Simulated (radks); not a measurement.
All-electron atom: Cr3+ in [Ar] 3d1 4p2 (not the ground configuration). Calculated with a radial shooting solver on a logarithmic mesh with Libxc functionals: scalar-relativistic Kohn-Sham, Wu-Cohen GGA, spin-polarised, spherical densities, point nucleus; open shells are filled with parallel spins first.

Normalised radial functions P(r) = r R(r), r in bohr:

r,3p down,3d down
0.006798,0.0075,0.0000
0.008781,0.0120,0.0001
0.01143,0.0196,0.0002
0.01489,0.0316,0.0004
0.01923,0.0497,0.0008
0.02504,0.0782,0.0017
0.03261,0.1205,0.0035
0.04212,0.1789,0.0070
0.05485,0.2598,0.0140
0.07142,0.3607,0.0275
0.09226,0.4682,0.0512
0.1201,0.5652,0.0937
0.1552,0.6062,0.1614
0.2021,0.5398,0.2680
0.2631,0.3152,0.4173
0.3399,-0.0588,0.5966
0.4426,-0.5343,0.7908
0.5763,-0.9517,0.9476
0.7444,-1.1421,1.0085
0.9694,-1.0409,0.9362
1.262,-0.7221,0.7381
1.63,-0.3802,0.4862
2.123,-0.1410,0.2540
2.743,-0.0356,0.1007
3.571,-0.0050,0.0259
4.65,-0.0003,0.0041
6.007,0.0000,0.0004
7.822,0.0000,0.0000

3p down: eigenvalue -100.21 eV, 1 radial node at r = 0.328 bohr, <r> = 0.901 bohr, 90 % of the charge inside 1.37 bohr. 3d down (empty): eigenvalue -54.457 eV, 0 radial nodes, <r> = 0.976 bohr, 90 % of the charge inside 1.58 bohr.
